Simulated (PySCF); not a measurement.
Re (rhenium, neutral) across methods

[Xe] 4f14 5d6 6s1, high-spin 6D determinant (an excited configuration). Calculation: PySCF 2.14, in x2c-TZVPPall (11s7p7d3f1g, 97 functions); scalar relativity by spin-free X2C-1e.

```
method   E (hartree)  mean ε 6s α (eV)  mean ε 5d α (eV)  mean ε 5d β (eV)  Σ⟨r²⟩ (bohr²)   ⟨S²⟩
r2SCAN     -16693.60            -6.460            -5.112            -2.668          64.19  8.754
  PBE0     -16693.28            -6.892            -6.107            -3.593          64.46  8.754
   PBE     -16693.50            -6.089            -4.873            -2.584          65.08  8.753
   LDA     -16682.91            -6.256            -4.997            -2.727          64.95  8.753
   UHF  -16688.16007            -7.917            -9.553            -5.778          64.41  8.760
```

Spin-orbit coupling, absent here, splits the open shell strongly.
